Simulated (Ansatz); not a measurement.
The cluster BeI₂⁺. Charge 1, multiplicity 2. Geometry relaxed at B3LYP-D4/def2-TZVP.

```tsv
atom	x (Å)	y (Å)	z (Å)
Be1	0.000	0.000	-0.001
I2	2.011	0.028	0.867
I3	-2.011	-0.028	-0.866
```

In the def2 sets I takes a core potential; there is no spin–orbit coupling. The relaxation made no stability test and no search for a lower SCF solution. The structure comes from a short search, and lower isomers may exist.

Problem. Estimate the harmonic wavenumbers at UKS B3LYP-D4/def2-TZVP (Ansatz, unscaled). Is this a minimum?

Solution. 91, 132, 158, 730 cm⁻¹. Yes, no mode is imaginary beyond noise. Zero-point energy 6.6 kJ/mol. Run time 40 s (4 threads of Intel Xeon Platinum 8488C on a shared host).
